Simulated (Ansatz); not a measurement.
C2H9FSi2 can be A, `CC[SiH2][SiH2]F`, or B, `C[SiH2][SiH2]CF`.

Computed with Ansatz on PBE0-D4/def2-TZVP structures; ΔE is electronic, products minus reactants. CCSD(T)/CBS adds triple-zeta CCSD(T) − MP2 to the extrapolated MP2 energy (def2 sets, frozen cores). Functionals use def2-TZVPP. B3LYP here is the variant with VWN-RPA as its local correlation; programs differ in this. Each species was taken in one conformer, which may not be the lowest.

A:

```xyz
14

C    -0.9032    1.4017   -1.6207
C     0.1712    0.7157   -0.7817
Si   -0.5230   -0.5005    0.4744
Si    1.1644   -1.5094    1.7501
F     2.0282   -0.3729    2.4956
H    -1.5989    1.9648   -0.9934
H    -0.4639    2.1019   -2.3359
H    -1.4904    0.6755   -2.1884
H     0.8744    0.1762   -1.4251
H     0.7666    1.4577   -0.2391
H    -1.2674   -1.5954   -0.2154
H    -1.4818    0.1879    1.3856
H     2.1056   -2.2875    0.8986
H     0.6181   -2.4156    2.7954
```

B:

Z-matrix (Å, degrees):
```
C
Si 1 1.877
H 1 1.092 2 110.2
H 1 1.092 2 110.7 3 -119.7
H 1 1.092 2 111.1 3 120.1
Si 2 2.343 1 110.5 3 -60.6
H 2 1.489 1 110.3 3 59.9
H 2 1.491 1 110.6 3 178.7
C 6 1.904 2 109.0 1 42.5
H 6 1.492 2 111.7 1 -74.7
H 6 1.489 2 111.8 1 164.1
F 9 1.394 6 110.2 2 47.9
H 9 1.094 6 112.1 2 168.2
H 9 1.095 6 110.6 2 -71.5
```

**Question.** Which isomer does CCSD(T)/CBS put lower? Give the gap. (Best estimate.)

**Answer.** Computed: A, by 44.7 kcal/mol.

**Question.** Give E(B) − E(A) in kcal/mol with r2SCAN-D4, PBE-D4, HF/def2-TZVPP, CCSD/def2-TZVPP, ωB97M-V, B2PLYP, B3LYP-D4. (Estimate.)

**Answer.** The calculation gave: r2SCAN-D4 42.3, PBE-D4 39.9, HF/def2-TZVPP 45.6, CCSD/def2-TZVPP 44.3, ωB97M-V 42.5, B2PLYP 44.0, B3LYP-D4 42.2. None reverses the order clearly.

Largest T1 diagnostic: 0.012.

From PBE to PBE0 (25 % exact exchange), in def2-TZVPP and without D4, E(B) − E(A) moves by +1.6 kcal/mol.
